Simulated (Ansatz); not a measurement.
```xyz
3

N    -0.0155   -0.0569   -1.1105
N     0.0047    0.0827   -0.1110
O    -0.1329    0.0087    1.1430
```

Basis set: STO-3G (spherical functions). Left uncorrelated: 3 orbitals. Charge 0, multiplicity 1.

Computed with Ansatz (development build ahead of 0.2.0); each method stands on the lowest determinant of its kind that the runs found. Restricted open shells among the atoms or ions are ROHF, correlated in semicanonical orbitals with singles.

Q: Give the atomization energy at this shape (free ground-state atoms in the same class of orbitals less the molecule, no zero-point energy) of singlet N2O by RHF-MP2, RHF.

A:

```tsv
method	atomization energy
RHF-MP2	1.66 eV
RHF	-3.47 eV
```

Caution: no unrestricted run beside it, a lower state can exist; the shape is not the minimum. Caution for RHF: the molecule lies well above its atoms at this level.

This basis has no polarisation functions and is too small for such energies, which can lie far from measured ones in either direction.
